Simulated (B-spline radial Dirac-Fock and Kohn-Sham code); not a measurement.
The M5-N67N67 Auger spectrum of W

System: atomic tungsten in the configuration [Xe] 4f14 5d6 (not the ground configuration).

Calculated with an atomic code on a B-spline grid, using Dirac-Fock (average of configuration) total-energy differences with a finite nucleus, the Breit interaction including its frequency dependence, and self-energy and vacuum-polarisation corrections. The two-hole levels come from diagonalising the Coulomb interaction among the jj configurations; intensities are independent-particle Coulomb rates. Kinetic energies are from the vacuum level. Electron correlation is not included. Open outer shells are spectators and are not coupled to the holes.

```
kinetic energy (eV)  J  leading jj holes (weight)  leading LS term (weight)
             1710.5  0                N6N6 (0.71)                ¹S0 (0.92)
             1717.9  2                N6N6 (0.57)                ³P2 (0.57)
             1718.4  1                N6N7 (1.00)                ³P1 (1.00)
             1718.7  0                N7N7 (0.71)                ³P0 (0.92)
             1719.1  6                N6N7 (0.92)                ¹I6 (0.99)
             1720.3  2                N7N7 (0.41)                ³P2 (0.40)
             1721.6  4                N6N6 (0.89)                ¹G4 (0.48)
             1723.1  2                N7N7 (0.58)                ³F2 (0.71)
             1723.1  3                N6N7 (1.00)                ³F3 (1.00)
             1723.5  4                N6N7 (0.89)                ³H4 (0.50)
             1724.4  5                N6N7 (1.00)                ³H5 (1.00)
             1725.3  4                N7N7 (0.99)                ³F4 (0.58)
             1726.4  6                N7N7 (0.92)                ³H6 (0.99)
```

The intensity is shared as follows: 1719.1 eV 46.1 %, 1726.4 eV 18.8 %, 1725.3 eV 9.4 %, 1724.4 eV 9.2 %, 1723.5 eV 6.1 %, 1723.1 eV 3.5 %, 1723.1 eV 2.7 %, 1720.3 eV 1.2 %, 1717.9 eV 1.0 %, 1721.6 eV 0.9 %, 1710.5 eV 0.4 %, 1718.4 eV 0.3 %, 1718.7 eV 0.2 %.

The strongest line, by its leading LS label ¹I6, lies at 1719.1 eV. The mean weight of the leading component is 0.82 in jj and 0.77 in LS coupling, so jj labels describe these levels better.
